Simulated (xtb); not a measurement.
Job for xtb: GFN1-xTB on CHN (SMILES C#N).

```
$ xtb mol.xyz --gfn 1 --sp --chrg 0 --uhf 0
3

C     -0.02648390    -0.00000000    -0.00000000
N      1.11968733     0.00000000     0.00000000
H     -1.09320343     0.00000000     0.00000000
```

The log:

```
[...]
           -------------------------------------------------
          |                Calculation Setup                |
           -------------------------------------------------



           -------------------------------------------------
          |                 G F N 1 - x T B                 |
           -------------------------------------------------

        Reference                      10.1021/acs.jctc.7b00118
      * Hamiltonian:
        H0-scaling (s, p, d)           1.850000    2.250000    2.000000
        zeta-weighting                 0.000000
      * Dispersion:
        s8                             2.400000
        a1                             0.630000
        a2                             5.000000
        s9                             0.000000
      * Repulsion:
        kExp                           1.500000
        rExp                           1.000000
      * Coulomb:
        alpha                          2.000000
        third order                    atomic
        anisotropic                    false
      * Halogen bond correction:
        rad-scale                      1.300000
        damping                        0.440000


          ...................................................
          :                      SETUP                      :
          :.................................................:
          :  # basis functions                  10          :
          :  # atomic orbitals                  10          :
          :  # shells                            6          :
          :  # electrons                        10          :
          :  # halogen bonds                     0          :
          :  max. iterations                   250          :
          :  Hamiltonian                  GFN1-xTB          :
          :  restarted?                      false          :
          :  GBSA solvation                  false          :
          :  PC potential                    false          :
          :  electronic temp.          300.0000000     K    :
          :  accuracy                    1.0000000          :
          :  -> integral cutoff          0.2500000E+02      :
          :  -> integral neglect         0.1000000E-07      :
          :  -> SCF convergence          0.1000000E-05 Eh   :
          :  -> wf. convergence          0.2000000E-04 e    :
          :  Broyden damping             0.4000000          :
          :  net charge                          0          :
          :  unpaired electrons                  0          :
          ...................................................

 iter      E             dE          RMSdq      gap      omega  full diag
   1     -5.8978271 -0.589783E+01  0.791E+00    7.13       0.0  T
   2     -5.8997548 -0.192763E-02  0.461E+00    7.15       1.0  T
   3     -5.8992049  0.549871E-03  0.790E-01    7.03       1.0  T
   4     -5.9000839 -0.878972E-03  0.166E-01    7.10       1.0  T
   5     -5.9001165 -0.326329E-04  0.301E-03    7.10      19.2  T
   6     -5.9001165 -0.182479E-07  0.246E-04    7.10     235.0  T
   7     -5.9001165 -0.375406E-10  0.366E-05    7.10    1577.8  T
   8     -5.9001165 -0.379075E-11  0.152E-07    7.10  100000.0  T

   *** convergence criteria satisfied after 8 iterations ***

         #    Occupation            Energy/Eh            Energy/eV
      -------------------------------------------------------------
         1        2.0000           -0.7659112             -20.8415
         2        2.0000           -0.6200287             -16.8718
         3        2.0000           -0.5185829             -14.1114
         4        2.0000           -0.5185829             -14.1114
         5        2.0000           -0.5067424             -13.7892 (HOMO)
         6                         -0.2457020              -6.6859 (LUMO)
         7                         -0.2457020              -6.6859
         8                         -0.1299358              -3.5357
         9                          0.1751064               4.7649
        10                          1.3524729              36.8027
      -------------------------------------------------------------
                  HL-Gap            0.2610403 Eh            7.1033 eV
             Fermi-level           -0.3762222 Eh          -10.2375 eV

 SCC (total)                   0 d,  0 h,  0 min,  0.003 sec
 SCC setup                      ...        0 min,  0.000 sec (  7.964%)
 Dispersion                     ...        0 min,  0.000 sec (  2.344%)
 classical contributions        ...        0 min,  0.000 sec (  0.920%)
 integral evaluation            ...        0 min,  0.000 sec ( 17.921%)
 iterations                     ...        0 min,  0.001 sec ( 44.398%)
 molecular gradient             ...        0 min,  0.000 sec ( 17.593%)
 printout                       ...        0 min,  0.000 sec (  8.196%)

         :::::::::::::::::::::::::::::::::::::::::::::::::::::
         ::                     SUMMARY                     ::
         :::::::::::::::::::::::::::::::::::::::::::::::::::::
         :: total energy              -5.782737093391 Eh    ::
         :: gradient norm              0.007168867481 Eh/a0 ::
         :: HOMO-LUMO gap              7.103269047582 eV    ::
         ::.................................................::
         :: SCC energy                -5.900116507409 Eh    ::
         :: -> electrostatic           0.011883761707 Eh    ::
         :: repulsion energy           0.117695622239 Eh    ::
         :: dispersion energy         -0.000316208221 Eh    ::
         :: halogen bond corr.         0.000000000000 Eh    ::
         :: add. restraining           0.000000000000 Eh    ::
         :: total charge               0.000000000000 e     ::
         :::::::::::::::::::::::::::::::::::::::::::::::::::::

           -------------------------------------------------
          |                Property Printout                |
           -------------------------------------------------

    * Orbital Energies and Occupations

         #    Occupation            Energy/Eh            Energy/eV
      -------------------------------------------------------------
         1        2.0000           -0.7659112             -20.8415
         2        2.0000           -0.6200287             -16.8718
         3        2.0000           -0.5185829             -14.1114
         4        2.0000           -0.5185829             -14.1114
         5        2.0000           -0.5067424             -13.7892 (HOMO)
         6                         -0.2457020              -6.6859 (LUMO)
         7                         -0.2457020              -6.6859
         8                         -0.1299358              -3.5357
         9                          0.1751064               4.7649
        10                          1.3524729              36.8027
      -------------------------------------------------------------
                  HL-Gap            0.2610403 Eh            7.1033 eV
             Fermi-level           -0.3762222 Eh          -10.2375 eV

  Mulliken/CM5 charges         n(s)   n(p)   n(d)
     1C     0.19143  0.26167   1.057  2.751  0.000
     2N    -0.25318 -0.38340   1.675  3.578  0.000
     3H     0.06176  0.12173   0.938  0.000  0.000

Wiberg/Mayer (AO) data.
largest (>0.10) Wiberg bond orders for each atom

 ---------------------------------------------------------------------------
     #   Z sym  total        # sym  WBO       # sym  WBO       # sym  WBO
 ---------------------------------------------------------------------------
     1   6 C    3.959 --     2 N    2.988     3 H    0.970
     2   7 N    3.008 --     1 C    2.988
     3   1 H    0.990 --     1 C    0.970
 ---------------------------------------------------------------------------
Note: The following floating-point exceptions are signalling: IEEE_DENORMAL
normal termination of xtb

Topologies differ in total number of bonds
Writing topology from bond orders to xtbtopo.mol

 dipole moment from electron density (au)
     X       Y       Z
  -1.1405   0.0000  -0.0000  total (Debye):    2.899


           -------------------------------------------------
          | TOTAL ENERGY               -5.782737093391 Eh   |
          | GRADIENT NORM               0.007168867481 Eh/α |
          | HOMO-LUMO GAP               7.103269047582 eV   |
           -------------------------------------------------

------------------------------------------------------------------------
------------------------------------------------------------------------
 total:
 SCF:
```

The run finished.

Cost: roughly 0.05 core-seconds.
